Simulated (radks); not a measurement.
Problem. These are the eigenvalues of the occupied orbitals of an atom or ion with whole-number occupations (eV). Method: non-relativistic Kohn-Sham, exchange-only LDA, spin-polarised, spherical densities, point nucleus; computed with a radial shooting solver on a logarithmic mesh with Libxc functionals.

1s: -4388.698
2s: -499.3282
2p: -418.5035
3s: -83.7693
3p: -62.8581

Which element is it, and in what charge state? The configuration may be excited. Open shells, if any, are filled with parallel spins first.

Solution. Z = 21, scandium, charge +3: Sc3+ in [Ar]. The list shows which subshells hold electrons but not how many an open one holds; the 1s level, -161.28 hartree, gives Z - s = 18.0 by -(Z - s)^2/2, which with screening narrows Z to a few neighbours, and the depths of the outer levels then fix element, charge and occupations together.
